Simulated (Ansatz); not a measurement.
BaSe₂, relaxed as a singlet with RKS PBE0-D4/def2-TZVP in Ansatz, starting from the GFN2-xTB geometry. Force threshold 0.02 eV/Å.

In the def2 sets Ba takes a core potential; there is no spin–orbit coupling. The structure comes from a short search, and lower isomers may exist.

Start:

```xyz
3

Ba    0.407   -0.297    2.241
Se   -0.840    0.916   -1.622
Se    0.433   -0.619   -0.619
```

```
step   energy (eV)  largest force component (eV/Å)  SCF passes
   1  -131378.4766                           1.936          24
   2  -131378.9530                           0.782          39
   3  -131379.3866                           1.294          27
   4  -131379.8651                           1.671          27
   5  -131380.3314                           0.612          33
   6  -131380.3531                           0.119          23
   7  -131380.3543                           0.027          23
   8  -131380.3543                           0.001          23
```

Force components are those of the run's own axes.

End:

```xyz
3

Ba    0.0582    0.0985    1.7206
Se   -0.7663    0.8952   -0.8895
Se    0.7081   -0.9936   -0.8311
```

By distances, no bond broke or formed. The bond that changes most is Ba1–Se2, from 4.24 to 2.85 Å (atoms count from 1).

No frequencies were taken in this run, so the end may be a saddle point.

It took 16 s on 4 threads of Arm Neoverse V2 on a shared host.
